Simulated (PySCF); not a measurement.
Ga(Me)(OH)2 (CH5GaO2), SMILES [CH3][Ga]([OH])[OH].

Coordinates come from a B3LYP-D3(BJ)/def2-SVP optimisation. The structure was generated by enumeration; whether it is a known compound was not checked. One conformer was computed; it need not be the lowest.

Method: IEF-PCM-PBE0/def2-SVP (PySCF).

The values are the electrostatic part of the solvation free energy, E(continuum) − E(gas) at the gas-phase geometry, in a cavity of scaled van der Waals radii (PySCF's table); cavitation and dispersion terms are not included. A continuum can't describe solvent molecules that bind to the metal. In vacuum the orbital gap is 8.19 eV. The dipole moment in vacuum is 2.22 D.

| solvent | ε | ΔG(elec) (kcal/mol) | dipole (D) | gap (eV) |
|---|---|---|---|---|
| water | 78.36 | (withheld) | (withheld) | (withheld) |
| n-hexane | 1.88 | -3.2 | 2.40 | 8.31 |
| benzene | 2.27 | -3.9 | 2.44 | 8.34 |

Question: Fill in the missing entries. (Estimate from the structure and the level; the computed values follow.)

Answer: 
- water, ΔG(elec) (kcal/mol): -8.7
- water, dipole (D): 2.75
- water, gap (eV): 8.51
